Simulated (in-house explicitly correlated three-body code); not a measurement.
Computed with an exponentially correlated three-body code. Model: two electrons around a point charge, non-relativistic, variational in 260 exponentially correlated functions (energies converged to about 1e-7 hartree, or 1e-8 relative for large Z), ground state as one setting changes.

```tsv
nuclear charge	ground energy (hartree)	binding of second electron (eV)	mean radius (bohr)	mean distance of electrons (bohr)	mean cosine of angle
4.1	-14.4031152	163.22	0.40314	0.60176	-0.032151
4.2	-15.1706619	172.81	0.39257	0.58566	-0.031398
4.3	?	?	?	?	?
4.4	-16.7657493	192.81	0.37303	0.55593	-0.029992
4.5	-17.5932903	203.22	0.36397	0.54216	-0.029335
4.6	-18.4408296	213.9	0.35534	0.52906	-0.028706
4.7	-19.3083672	224.86	0.34711	0.51658	-0.028103
4.8	?	?	?	?	?
4.9	-21.1034381	247.58	0.33174	0.49331	-0.02697
5.1	-22.9785037	271.39	0.31768	0.47203	-0.025925
5.2	-23.9460347	283.71	0.31108	0.46207	-0.025432
5.3	-24.9335646	296.29	0.30476	0.45252	-0.024957
5.4	-25.9410934	309.15	0.29869	0.44336	-0.0245
5.5	-26.9686211	322.28	0.29285	0.43456	-0.024059
5.6	-28.0161479	335.68	0.28724	0.4261	-0.023634
5.7	-29.0836739	349.36	0.28184	0.41796	-0.023223
5.8	-30.1711989	363.3	0.27664	0.41013	-0.022826
5.9	-31.2787231	377.52	0.27163	0.40259	-0.022443
```

Q: What follows for nuclear charge = 4.8?

A: ground energy -20.1959034 hartree; binding of second electron 236.08 eV; mean radius 0.33925 bohr; mean distance of electrons 0.50468 bohr; mean cosine of angle -0.027525.

Q: What follows for nuclear charge = 4.3?

A: ground energy -15.9582066 hartree; binding of second electron 182.68 eV; mean radius 0.38255 bohr; mean distance of electrons 0.57041 bohr; mean cosine of angle -0.030679.
